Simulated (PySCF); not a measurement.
**Structure from NMR data**

Molecular formula: C$_{7}$H$_{11}$NO. Simulated spectra:

1H NMR (500 MHz, computed): δ 5.46 (m, 1H), 5.44 (m, 1H), 5.36 (m, 1H), 4.55 (br, 1H), 2.59 (m, 1H), 2.55 (m, 1H), 2.50 (m, 1H), 1.89 (s, 3H), 1.62 (m, 1H).

13C{1H} NMR (computed): δ 167.7, 163.5, 115.3, 50.0, 29.0, 26.9, 24.4.

[PySCF: structure optimised with GFN2-xTB; shieldings: GIAO PBE0/pcSseg-1; one averaged value for each set of equivalent atoms; no relativistic terms; single conformer; no solvent]

Referencing at the same level of theory: TMS for 1H (σref 31.72) and 13C (σref 186.93).

Q: Choose the structure that fits.
A. C=C1CC[C@H]1NC(C)=O
B. CC#C[C@@H](C)C(=O)NC
C. COCc1cccn1C

A: A. 

- Rings plus π bonds: 3 (1 ring in the answer).
- 7 carbon signals for 7 carbons: no two carbons are equivalent.
- Carbon types of the structure: 2 × C, 1 × CH, 3 × CH2, 1 × CH3, leaving 1 H on heteroatoms.
- δC 167.7: amide carbonyl carbon; lone-pair donation from the attached heteroatom keeps it upfield of a ketone carbonyl.
- δC 163.5: fully substituted alkene carbon; the olefinic region.
- δC 115.3: terminal =CH2 carbon; as expected for a trigonal carbon in a double bond.
- δC 29.0: sp3 CH2 in a ring; saturated and bonded to C and H only.
- δC 24.4: methyl carbon α to a carbonyl; α to the electron-withdrawing carbonyl group.

The others: CC#C[C@@H](C)C(=O)NC would give 4 signals for carbon-bound and other non-exchanging H, not 8; COCc1cccn1C would give 6 signals for carbon-bound and other non-exchanging H, not 8.

The OH or NH signal is concentration- and solvent-dependent in practice; the value given is the gas-phase one. Amide-type NH protons are broadened by 14N but still split neighbouring CH signals. Shifts are as computed. Against solution values, carbons near 30 ppm lie about +3 ppm off and those near 130 ppm about +5 ppm. Of 1211 compounds with measured shifts, 218 miss one by over three times the rms of a fit or turn the order of signals round; such compounds aren't used in these exercises. The C=O carbon of an acid or of an amide with N–H lies up to 10 ppm further downfield in solution, through hydrogen bonding that the calculation lacks. Multiplicities follow the n + 1 count of equivalent neighbours, as no J values were calculated; m marks all less simple cases, F and P coupling included.
